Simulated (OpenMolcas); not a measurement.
## Computed transition rates of Fe III

| Quantity | Value |
| --- | --- |
| Program | OpenMolcas 26.06 |
| Method | RASSCF |
| Basis | ANO-RCC-VTZP [6s5p3d2f1g] |
| Scalar Hamiltonian | DKH2, point nucleus |
| Active space | 6 electrons in 9 orbitals (RAS2 3d 4s; RAS3 4p, at most 2 electrons) |
| State averaging | 2S+1 = 5 even, 30 roots; 2S+1 = 7 even, 1 root kept (CI in the orbitals of an earlier block); 2S+1 = 3 even, 87 roots kept (CI in the orbitals of an earlier block); 2S+1 = 1 even, 89 roots kept (CI in the orbitals of an earlier block); 2S+1 = 5 odd, 54 roots (3 in the spin-orbit step); 2S+1 = 7 odd, 3 roots kept (CI in the orbitals of an earlier block); 2S+1 = 3 odd, 40 roots kept (CI in the orbitals of an earlier block, 0 in the spin-orbit step); 2S+1 = 1 odd, 11 roots kept (CI in the orbitals of an earlier block, 0 in the spin-orbit step) |
| Spin-orbit coupling | state interaction with AMFI integrals over the reference wave functions, term energies averaged over their components |

Rates come from the transition moments of the reference wave functions (E1 in the length form). At fixed line strength A goes as λ^-3 for E1 and M1 and as λ^-5 for E2, so a rate at the computed wavelength can be rescaled to the measured one. Measured vacuum wavelengths follow from level energies in Corliss and Sugar, J. Phys. Chem. Ref. Data 11, 135 (1982). Branching counts E1 and M1 decays inside the model space alone, at computed energies, and the table is only a selection of the E1 lines, drawn from those between levels with measured partners whose computed energy lies within a factor of 1.5 of the measured one.

```
      Upper       Lower  Type  λ computed (nm)  λ measured (nm)  A computed (s-1)  A rescaled (s-1)  Branching %
3d⁵ 4p ⁷P°₂  3d⁵ 4s ⁷S₃    E1            210.6            192.6          4.93e+08          6.45e+08         99.9
3d⁵ 4p ⁷P°₃  3d⁵ 4s ⁷S₃    E1            209.4            191.4          5.01e+08          6.56e+08         99.8
3d⁵ 4p ⁷P°₄  3d⁵ 4s ⁷S₃    E1            207.8            189.5          5.14e+08          6.78e+08        100.0
```

The largest correction is for 3d⁵ 4p ⁷P°₄ → 3d⁵ 4s ⁷S₃ (E1): 5.14e+08 × (207.8 / 189.5)^3 = 6.78e+08 s-1, a factor of 1.32.

The computed rate and branching of 3d⁵ 4p ⁷P°₄ → 3d⁵ 4s ⁷S₃ give the upper level a radiative lifetime of 1.000 / 5.14e+08 s-1 = 1.95e-09 s, counting decays inside the model space alone. The rescaled rate gives about 1.5e-09 s.

No measured rate stands beside these. Rescaling mends the energy factor alone: line strengths can still be far off where a level mixes with configurations outside the active space, and weak or spin-changing lines hang on small mixing coefficients that depend on the term gaps too, so rescaling need not improve them.

Some high roots are left out of the spin-orbit mixing, which shifts the levels that they would mix with. Without dynamic correlation excited terms often stand tens of per cent too high (terms of higher spin than the ground term too low), and those without a measured partner can miss by more than the paired ones. Terms from blocks run as CI alone lack orbitals of their own. Measured partners are found by configuration, term and J. A level has none where our copy of the source lacks it or the pairing is in doubt (some pairs that miss far off the trend of their configuration count as doubtful). Levels of configurations outside the active space are missing.

° marks odd parity.
